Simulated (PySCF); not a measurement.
C3H10MgSeSi, SMILES C[Si](C)(C)[Mg][SeH].

The structure is a stationary point at PBE0-D3(BJ)/def2-SVP. One conformer was computed; it need not be the lowest.

Calculation: TDA-CAM-B3LYP/def2-SVPD (PySCF).

Vertical excitations. Gas-phase values at a fixed geometry.

Computed excitation energies, oscillator strengths and character:
```csv
state,energy (eV),λ (nm),f,main pairs
S1,4.54,273,0.064,HOMO→LUMO 94 %
S2,4.60,269,0.011,"HOMO−1→LUMO+1 76 %, HOMO→LUMO+2 18 %"
S3,4.72,263,0.000,HOMO−1→LUMO 90 %
S4,4.83,257,0.129,"HOMO→LUMO+2 76 %, HOMO−1→LUMO+1 18 %"
S5,5.03,247,0.285,"HOMO→LUMO+1 64 %, HOMO−1→LUMO+2 30 %"
S6,5.40,230,0.534,"HOMO−1→LUMO+2 59 %, HOMO→LUMO+1 30 %"
T1,3.82,325,0,HOMO→LUMO 87 %
T2,3.98,312,0,HOMO→LUMO+1 86 %
```
Triplets are in the Tamm–Dancoff approximation.
